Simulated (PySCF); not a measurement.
disulfane (H2S2), SMILES SS. Coordinates come from a PBE0-D3(BJ)/def2-TZVP optimisation.

Computed equilibrium geometry at PBE0-D3(BJ)/def2-TZVP (PySCF confirms it by a frequency run) as bond lengths and angles, and its point group:
point group C2.
Atoms: S1 S2 H3 H4. Bonded distances (Å): S1–S2 2.046, S1–H3 1.347, S2–H4 1.347. Bond angles (°): S2–S1–H3 98.6, S1–S2–H4 98.6.
Charge 0, spin multiplicity 1.
